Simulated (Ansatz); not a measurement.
Input for Ansatz (a first-principles code): U-B3LYP/def2-TZVPP on BH3N (SMILES [BH]N), 2S+1 = 2, atoms moved off the minimum.

Ansatz 0.2 input:
```yaml
crystal:
  periodic: [false, false, false]
  atoms:
    - {symbol: B, position_ang: [0.78209085, -0.36982129, 0.03137098]}
    - {symbol: N, position_ang: [-0.50432112, 0.11868850, -0.02347615]}
    - {symbol: H, position_ang: [1.74917854, 0.30286935, 0.03799326]}
    - {symbol: H, position_ang: [-0.86548416, 1.07596434, 0.01168176]}
    - {symbol: H, position_ang: [-1.30962401, -0.50001345, -0.09835956]}
basis:
  gaussian:
    orbitals: def2-TZVPP
hamiltonian:
  xc: {name: B3LYP}
magnetization: {spin_polarized: true, initial_magnetization: 1}
output: {forces: true}
```

Output:

```
WARN ansatz: RAYON_NUM_THREADS=1 ignored (pool sized by the plan → 1); use --threads N
Functional definition: B3LYP
integrals: 0.02 GiB planned
501 factors; their error is unknown
mean field: 0.28 GiB planned
mean field evaluation 1: about -2208.6249 eV, gradient 4.1e1 eV
mean field evaluation 2: about -2198.0523 eV, gradient 6.1e1 eV
mean field evaluation 4: about -2215.0652 eV, gradient 2.4e0 eV
mean field evaluation 8: about -2215.1004 eV, gradient 4.2e-2 eV
mean field evaluation 16: about -2215.1020 eV, gradient 4.7e-5 eV
mean field -2215.10200059 eV, -81.4034970717 hartree, gradient 4.7e-5 eV, S^2 0.752436; 0 other end points of the search recorded, 0 dependent functions left out
the calculation of the forces begins
reference -2215.10220378 eV, -81.4035045387 hartree; 8, 7 occupied and 96, 97 virtual orbitals, 501 factors
Total energy: -2215.10220378 eV, -81.4035045387 hartree
Atom 0 at     0.782091    -0.369821     0.031371 Å, force    -0.333451     0.294349    -0.172258 eV/Å
Atom 1 at    -0.504321     0.118689    -0.023476 Å, force    -1.142020    -0.170648    -0.007892 eV/Å
Atom 2 at     1.749179     0.302869     0.037993 Å, force     0.311825     0.093528     0.123641 eV/Å
Atom 3 at    -0.865484     1.075964     0.011682 Å, force     0.740518    -0.218268    -0.036688 eV/Å
Atom 4 at    -1.309624    -0.500013    -0.098360 Å, force     0.423128     0.001039     0.093197 eV/Å
Dipole moment:    -0.416237     0.230548    -0.009055 e Å
```

Self-consistency was reached.

Cost: roughly 2.0 core-seconds.
